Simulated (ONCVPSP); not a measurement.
## lutetium (Lu): one change to an ONCV potential, before and after

* Element: lutetium
* Generator: ONCVPSP 4.0.1
* Type: optimised norm-conserving Vanderbilt (ONCV)
* Functional: PBE
* Relativity: fully relativistic
* Frozen core: [Kr] 4d10
* Valence charge: 25
* Reference configuration: 4f13.5 5s2 5p6 5d1.5 6s2
* Partial waves: 5s+6s: rc 2.00 bohr, ncon 4, nbas 9, qcut 6 1/bohr, 3 projectors, debl 4 Ha; 5p: rc 1.60 bohr, ncon 3, nbas 7, qcut 8 1/bohr, 1 projector; 5d: rc 2.05 bohr, ncon 4, nbas 7, qcut 5.4 1/bohr, 1 projector; 4f: rc 1.15 bohr, ncon 4, nbas 9, qcut 13.3 1/bohr, 2 projectors, debl 3 Ha
* Local potential: polynomial inside 0.85 bohr (lpopt 5, dvloc0 0 Ha)
* Core correction: none

Open shells are filled in proportion to 2j + 1.

All-electron outer shells of the reference configuration (PBE, scalar-relativistic, ld1.x):

```tsv
shell	level (eV)	outermost node (bohr)	outermost maximum (bohr)
4d	-195.90	0.23	0.48
5s	-63.14	0.57	1.04
5p	-33.30	0.61	1.19
4f	-13.13	–	0.47
6s	-4.86	1.40	3.00
5d	-2.28	0.68	1.75
```

Change: s: qcut 7.5.

Cutoffs: the cutoffs (Ha) at which the residual kinetic energy of the hardest occupied pseudo-wave falls to 1 and 0.1 mHa per electron; they do not see the model core or the augmentation charge, which bear on the density cutoff. Errors are all-electron minus pseudo energies relative to the spin-unpolarised reference configuration.

What does the change do?

The potential gets neither clearly harder nor softer (86 Ha and 239 Ha → 86 Ha and 239 Ha); both files keep a bound ghost (p, s); of the 4 tests that both files solve, the error grows in 0 and shrinks in 4 by more than 15 % and 0.3 meV (median size 232.8 → 31.5 meV).

| quantity | base | changed |
| --- | --- | --- |
| cutoff, loose | 86 Ha | 86 Ha |
| cutoff, tight | 239 Ha | 239 Ha |
| loose cutoff by channel | s 12 Ha, p 22 Ha, d 11 Ha, f 86 Ha | s 16 Ha, p 22 Ha, d 11 Ha, f 86 Ha |
| bound ghosts | s, p3/2, p1/2 | s, p3/2, p1/2 |
| GHOST(+) flags under 300 eV | none | none |
| error for 4f14 5s2 5p6 5d1 6s2, meV [ΔE -4.64 eV] | +228 | +25 |
| error for 4f14 5s2 5p6 5d1 6s1, meV [ΔE 2.72 eV] | +238 | +38 |
| error for 4f14 5s2 5p6 5d1 6s0, meV [ΔE 16.00 eV] | +253 | +55 |
| error for 4f14 5s2 5p6 5d0 6s2, meV [ΔE 0.62 eV] | +226 | +8.5 |
| s: phases at 2.04 bohr within 0.05 rad from the reference energy up to (Ha; the scan ends near 5) | to the end of the scan | to the end of the scan |
| p3/2: phases at 1.62 bohr within 0.05 rad from the reference energy up to (Ha; the scan ends near 5) | 3.9 | 3.9 |
| p1/2: phases at 1.62 bohr within 0.05 rad from the reference energy up to (Ha; the scan ends near 5) | -1.0 | -1.0 |
| d5/2: phases at 2.08 bohr within 0.05 rad from the reference energy up to (Ha; the scan ends near 5) | 1.8 | 1.8 |
| d3/2: phases at 2.08 bohr within 0.05 rad from the reference energy up to (Ha; the scan ends near 5) | 1.8 | 1.8 |
| f7/2: phases at 1.17 bohr within 0.05 rad from the reference energy up to (Ha; the scan ends near 5) | to the end of the scan | to the end of the scan |
| f5/2: phases at 1.17 bohr within 0.05 rad from the reference energy up to (Ha; the scan ends near 5) | to the end of the scan | to the end of the scan |

 A true bound ghost makes a file unfit for plane-wave use even where its test errors are small: the radial tests pick states by their node count and pass the ghost by.
